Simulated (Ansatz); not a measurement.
Ansatz (a first-principles code) input:
A basis named .json is the Basis Set Exchange file of that set.

Ansatz 0.2 input:
```yaml
crystal:
  periodic: [false, false, false]
  atoms:
    - {symbol: C, position_ang: [-1.97147361, 0.00614513, -0.66257266]}
    - {symbol: C, position_ang: [-0.75363017, -0.06505624, -1.11008578]}
    - {symbol: C, position_ang: [0.64181413, -0.07852444, -0.75701341]}
    - {symbol: Cl, position_ang: [0.89330899, 0.05834195, 1.07721629]}
    - {symbol: H, position_ang: [-2.83343467, -0.02014323, -1.32057027]}
    - {symbol: H, position_ang: [-2.16926953, 0.09606979, 0.40616999]}
    - {symbol: H, position_ang: [1.18428197, 0.76444278, -1.17982533]}
    - {symbol: H, position_ang: [1.13190735, -1.00756920, -1.04042031]}
basis:
  gaussian:
    orbitals: cc-pV_T+d_Z.json
hamiltonian:
  xc: pbe
magnetization: {spin_polarized: true, initial_magnetization: 1}
correlation: {method: rpa, electrons: outside_noble_gas}
```

**Question.** What final total energy does it print?

**Answer.** -576.46100 Eh (RPA@PBE/cc-pV(T+d)Z). The basis has 185 functions.

It need not be the lowest isomer of its formula.
